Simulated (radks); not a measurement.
Results of a calculation; reference values are marked as such.
Task: The mean radii <r> (bohr) of the occupied orbitals of an atom or ion are listed with their occupations. Level of theory: non-relativistic Kohn-Sham, PBE, spin-polarised, spherical densities, point nucleus (a radial shooting solver on a logarithmic mesh with Libxc functionals).

| orbital | occ. | <r> |
|---|---|---|
| 1s | 2 | 0.02982 |
| 2s | 2 | 0.1284 |
| 2p | 6 | 0.1094 |
| 3s | 2 | 0.3381 |
| 3p | 6 | 0.3278 |
| 3d | 10 | 0.2963 |

Name the element and its charge. Open shells, if any, are filled with parallel spins first.

Result: Z = 51, antimony, charge +23: Sb23+ in [Ar] 3d10. The 1s radius gives Z: for a bare nucleus <r> = 1.5/Z, 0.02941 bohr for Z = 51, and screening makes it slightly larger (0.02982 here). The occupations add up to 28, and the charge is Z minus that.
